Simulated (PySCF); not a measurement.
## Basis-set dependence of population analyses: `[NH3+][AlH2-][O][SiH3]`

Compound: AlH₈NOSi.
SMILES with atom numbers: `[NH3+:1][AlH2-:2][O:3][SiH3:4]` (hydrogens: H5, H6, H7 on N1; H8, H9 on Al2; H10, H11, H12 on Si4)

PBE0 throughout (PySCF), one geometry, spherical d and f functions. One conformer (not necessarily the lowest) at the PBE0-D3(BJ)/def2-SVP geometry, without solvent, vibrations or thermal averaging. Atoms taken as equivalent share a column and are averaged.

Mulliken charges (e):

| basis | functions | N1 | Al2 | O3 | Si4 | H5/H6/H7 | H8/H9 | H10/H11/H12 |
| --- | --- | --- | --- | --- | --- | --- | --- | --- |
| STO-3G | 36 | -0.493 | +0.791 | -0.597 | +0.637 | +0.238 | -0.286 | -0.160 |
| 6-31G | 60 | -0.961 | +0.909 | -1.052 | +0.874 | +0.383 | -0.236 | -0.149 |
| pcSseg-0 | 60 | -0.912 | +1.097 | -1.055 | +0.840 | +0.363 | -0.333 | -0.131 |
| 6-31G* | 80 | -0.975 | +0.540 | -0.711 | +0.577 | +0.403 | -0.154 | -0.111 |
| cc-pVDZ | 104 | -0.137 | +0.446 | -0.617 | +0.440 | +0.148 | -0.151 | -0.092 |
| def2-SVP | 104 | -0.242 | +0.643 | -0.644 | +0.576 | +0.169 | -0.233 | -0.125 |
| 6-311+G(2d,p) | 172 | -0.765 | +0.695 | -1.057 | +0.853 | +0.303 | -0.176 | -0.094 |
| aug-cc-pVDZ | 172 | -0.226 | +0.213 | -0.843 | -0.241 | +0.105 | +0.095 | +0.198 |
| def2-TZVP | 184 | -0.545 | +0.271 | -0.383 | +0.246 | +0.286 | -0.140 | -0.055 |
| IGLO-III | 238 | -0.693 | +0.945 | -0.729 | +0.832 | +0.300 | -0.323 | -0.203 |
| cc-pVTZ | 240 | -0.104 | +0.168 | -0.317 | +0.221 | +0.158 | -0.134 | -0.058 |

IAO charges (e):

```tsv
basis	functions	N1	Al2	O3	Si4	H5/H6/H7	H8/H9	H10/H11/H12
STO-3G	36	-0.528	+0.963	-0.826	+0.763	+0.255	-0.327	-0.160
6-31G	60	-0.630	+0.691	-0.847	+0.699	+0.299	-0.225	-0.120
pcSseg-0	60	-0.603	+0.710	-0.846	+0.700	+0.290	-0.236	-0.120
6-31G*	80	-0.620	+0.751	-0.897	+0.838	+0.294	-0.243	-0.156
cc-pVDZ	104	-0.614	+0.746	-0.896	+0.831	+0.293	-0.242	-0.153
def2-SVP	104	-0.604	+0.765	-0.893	+0.851	+0.290	-0.253	-0.160
6-311+G(2d,p)	172	-0.638	+0.779	-0.926	+0.868	+0.299	-0.250	-0.160
aug-cc-pVDZ	172	-0.631	+0.757	-0.909	+0.830	+0.298	-0.243	-0.151
def2-TZVP	184	-0.637	+0.786	-0.929	+0.878	+0.299	-0.253	-0.163
IGLO-III	238	-0.640	+0.787	-0.929	+0.875	+0.300	-0.253	-0.162
cc-pVTZ	240	-0.637	+0.776	-0.922	+0.863	+0.299	-0.250	-0.159
```

Hirshfeld charges (e):

| basis | functions | N1 | Al2 | O3 | Si4 | H5/H6/H7 | H8/H9 | H10/H11/H12 |
| --- | --- | --- | --- | --- | --- | --- | --- | --- |
| STO-3G | 36 | -0.088 | +0.497 | -0.425 | +0.405 | +0.136 | -0.226 | -0.114 |
| 6-31G | 60 | -0.132 | +0.380 | -0.441 | +0.363 | +0.161 | -0.195 | -0.087 |
| pcSseg-0 | 60 | -0.128 | +0.389 | -0.418 | +0.384 | +0.162 | -0.211 | -0.097 |
| 6-31G* | 80 | -0.128 | +0.356 | -0.396 | +0.339 | +0.162 | -0.193 | -0.089 |
| cc-pVDZ | 104 | -0.145 | +0.379 | -0.382 | +0.343 | +0.162 | -0.200 | -0.094 |
| def2-SVP | 104 | -0.144 | +0.377 | -0.378 | +0.350 | +0.164 | -0.204 | -0.096 |
| 6-311+G(2d,p) | 172 | -0.161 | +0.405 | -0.406 | +0.353 | +0.161 | -0.199 | -0.093 |
| aug-cc-pVDZ | 172 | -0.171 | +0.411 | -0.408 | +0.352 | +0.162 | -0.198 | -0.092 |
| def2-TZVP | 184 | -0.162 | +0.392 | -0.393 | +0.345 | +0.164 | -0.198 | -0.092 |
| IGLO-III | 238 | -0.168 | +0.394 | -0.391 | +0.341 | +0.164 | -0.197 | -0.091 |
| cc-pVTZ | 240 | -0.163 | +0.389 | -0.389 | +0.344 | +0.164 | -0.199 | -0.092 |

ESP-fitted charges (e):

```tsv
basis	functions	N1	Al2	O3	Si4	H5/H6/H7	H8/H9	H10/H11/H12
STO-3G	36	-0.693	+0.627	-0.379	+0.424	+0.322	-0.281	-0.128
6-31G	60	-0.882	+0.875	-0.665	+0.648	+0.377	-0.334	-0.146
pcSseg-0	60	-0.862	+1.101	-0.745	+0.815	+0.368	-0.423	-0.189
6-31G*	80	-0.802	+0.729	-0.500	+0.471	+0.355	-0.302	-0.120
cc-pVDZ	104	-0.759	+0.735	-0.460	+0.394	+0.338	-0.305	-0.105
def2-SVP	104	-0.717	+0.807	-0.504	+0.486	+0.327	-0.335	-0.128
6-311+G(2d,p)	172	-0.816	+0.834	-0.466	+0.380	+0.347	-0.332	-0.104
aug-cc-pVDZ	172	-0.805	+0.831	-0.467	+0.396	+0.343	-0.330	-0.108
def2-TZVP	184	-0.810	+0.821	-0.450	+0.380	+0.347	-0.332	-0.106
IGLO-III	238	-0.794	+0.836	-0.462	+0.391	+0.341	-0.336	-0.108
cc-pVTZ	240	-0.791	+0.804	-0.449	+0.393	+0.342	-0.327	-0.109
```

Some averages cover members that differ in this geometry, most widely: H5/H6/H7, Mulliken in aug-cc-pVDZ +0.084 to +0.116 e.

Problem. Which scheme is steadiest as the basis changes?

Solution. Largest range over the bases for any column: Hirshfeld 0.14 e, IAO 0.27 e, ESP-fitted 0.47 e, Mulliken 1.12 e. Hirshfeld charges move least and Mulliken charges most, counted in e. Without the minimal STO-3G basis the ranges are Hirshfeld 0.06, IAO 0.18, ESP-fitted 0.44, Mulliken 1.12 e.

Problem. How much do the charges still move between the two largest bases, IGLO-III and cc-pVTZ?

Solution. At most, over all atoms: Mulliken 0.776 e, IAO 0.012 e, Hirshfeld 0.005 e, ESP-fitted 0.032 e.

Problem. What do the same runs give for the total energy, the frontier levels and the dipole moment?

Solution. 
```json
{"basis": "STO-3G", "energy (Eh)": "-658.3247", "HOMO (eV)": "-2.04", "LUMO (eV)": "7.69", "μ (D)": "5.86"}
{"basis": "6-31G", "energy (Eh)": "-666.2861", "HOMO (eV)": "-6.94", "LUMO (eV)": "0.37", "μ (D)": "5.56"}
{"basis": "pcSseg-0", "energy (Eh)": "-665.4944", "HOMO (eV)": "-7.09", "LUMO (eV)": "0.37", "μ (D)": "5.74"}
{"basis": "6-31G*", "energy (Eh)": "-666.3802", "HOMO (eV)": "-7.10", "LUMO (eV)": "0.37", "μ (D)": "5.70"}
{"basis": "cc-pVDZ", "energy (Eh)": "-666.4185", "HOMO (eV)": "-7.15", "LUMO (eV)": "0.26", "μ (D)": "5.60"}
{"basis": "def2-SVP", "energy (Eh)": "-666.1599", "HOMO (eV)": "-7.17", "LUMO (eV)": "0.24", "μ (D)": "5.69"}
{"basis": "6-311+G(2d,p)", "energy (Eh)": "-666.4926", "HOMO (eV)": "-7.30", "LUMO (eV)": "-0.76", "μ (D)": "5.47"}
{"basis": "aug-cc-pVDZ", "energy (Eh)": "-666.4334", "HOMO (eV)": "-7.26", "LUMO (eV)": "-0.96", "μ (D)": "5.44"}
{"basis": "def2-TZVP", "energy (Eh)": "-666.5110", "HOMO (eV)": "-7.29", "LUMO (eV)": "-0.29", "μ (D)": "5.55"}
{"basis": "IGLO-III", "energy (Eh)": "-666.5141", "HOMO (eV)": "-7.30", "LUMO (eV)": "-0.47", "μ (D)": "5.51"}
{"basis": "cc-pVTZ", "energy (Eh)": "-666.5074", "HOMO (eV)": "-7.28", "LUMO (eV)": "-0.18", "μ (D)": "5.54"}
```

The dipole is fixed by the density alone, so its range of 0.42 D shows that the density itself changes with the basis, not only its division among atoms.
